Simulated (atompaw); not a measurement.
# PBE PAW (atompaw) dataset for molybdenum, scalar-relativistic all-electron reference.

* Element: molybdenum (Mo)
* Generator: atompaw 4.2.0.5
* Type: PAW
* Functional: PBE
* Relativity: scalar-relativistic
* Frozen core: [Kr]
* Valence charge: 6
* Reference configuration: 4d5 5s1 5p0
* Partial waves: 5s (bound): rc 3.00 bohr; 5s channel at 0.15 Ry: rc 3.00 bohr; 5p (bound, empty): rc 2.95 bohr; 5p channel at 1.5 Ry: rc 3.00 bohr; 4d (bound): rc 3.00 bohr; 4d channel at 1.85 Ry: rc 2.00 bohr
* Local potential: bessel scheme, radius 2.85 bohr
* Core correction: smooth core density matched at 2.60 bohr
* Augmentation charge: sinc compensation charge, radius 2.65 bohr; PAW radius 3.00 bohr; waves and projectors: custom polynom2 7 10 vanderbiltortho

All-electron outer shells of the reference configuration (PBE, scalar-relativistic, ld1.x):

```csv
shell,level (eV),outermost node (bohr),outermost maximum (bohr)
4s,-64.35,0.51,0.99
4p,-38.49,0.52,1.08
5s,-4.09,1.34,2.93
4d,-3.75,0.53,1.38
5p,-1.04,1.54,4.11
```

Calculated quality:

- Cutoffs needed: 18 Ry and 40 Ry (the cutoffs (Ry, on a coarse ladder) from which the occupation-weighted sum of valence levels, in a spherical-Bessel basis at the reference potential, stays within 10 and 1 mRy of its value at 400 Ry)
- Ghost test: no extra level below or beside the all-electron valence levels (s, p, d, f tested) (spherical-Bessel basis up to 400 Ry, 20 bohr box)
- Lowest eigenvalue of the overlap operator: 0.67 (s channel)
- Overlap eigenvalues printed by atompaw (projector basis): 0.276, 0.321, 1.54, 105, 333, 491
- Share of each valence orbital outside the PAW sphere: 5s 63 %, 5p 88 %, 4d 14 %

Generation and tests took about 3.9 s on one core of a shared server CPU.
